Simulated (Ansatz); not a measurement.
Two isomers of CH7NOSi2: A = `OC1[SiH2]N[SiH2]1`, B = `C=N[SiH](O)[SiH3]`.

Gas-phase electronic energies from Ansatz, PBE0-D4/def2-TZVP geometries. CBS: MP2 limit from def2 TZ/QZ plus the TZ coupled-cluster correction, frozen cores. DFT in def2-TZVPP. B3LYP here is the variant with VWN-RPA as its local correlation; programs differ in this. One conformer a species, not always the lowest.

A:

Z-matrix (Å, degrees):
```
Si
C 1 1.906
Si 1 2.593 2 47.3
N 1 1.733 2 88.6 3 -4.4
H 1 1.491 2 116.4 3 -120.4
H 1 1.488 2 113.5 3 113.2
O 2 1.420 1 114.0 3 -120.6
H 2 1.099 1 110.7 3 112.1
H 3 1.491 1 122.3 2 92.5
H 3 1.492 1 130.0 2 -91.9
H 4 1.004 1 131.4 2 -174.8
H 7 0.960 2 108.6 1 168.0
```

B:

Z-matrix (Å, degrees):
```
Si
N 1 1.733
Si 1 2.339 2 106.4
O 1 1.655 2 115.2 3 -118.8
H 1 1.489 2 105.3 3 120.4
C 2 1.258 1 127.2 3 113.6
H 3 1.488 1 109.8 2 -62.2
H 3 1.488 1 110.4 2 177.9
H 3 1.487 1 110.3 2 57.7
H 4 0.958 1 117.8 2 -88.5
H 6 1.100 2 124.0 1 1.9
H 6 1.096 2 120.3 1 -178.0
```

Question: Which is lower in electronic energy at CCSD(T)/CBS, and by how much? (An estimate is asked.)

Answer: Ansatz gave: B, by 5.8 kcal/mol.

Question: Give E(B) − E(A) in kcal/mol with PBE0-D4, CCSD(T)/def2-TZVPP, B3LYP-D4, MP2/def2-TZVPP, CCSD(T)/def2-SVP, LDA (SPW92), B2PLYP. (Estimate.)

Answer: Ansatz gave: PBE0-D4 -3.7, CCSD(T)/def2-TZVPP -7.4, B3LYP-D4 -9.2, MP2/def2-TZVPP -4.4, CCSD(T)/def2-SVP -8.9, LDA (SPW92) 0.7, B2PLYP -8.6. The order is the other way round with LDA (SPW92).

Question: Does the order hold for the free energy at 298.15 K (harmonic terms from PBE0-D4)? (Estimate.)

Answer: Computed: Yes: G(B) − G(A) = -9.3 kcal/mol, for one conformer each.

Largest T1 diagnostic: 0.013.

At CCSD(T), def2-SVP lies −3.1 kcal/mol from the extrapolated value and def2-TZVPP −1.6 kcal/mol. From r2SCAN to r2SCAN0 (25 % exact exchange), in def2-TZVPP and without D4, E(B) − E(A) moves by +2.1 kcal/mol.
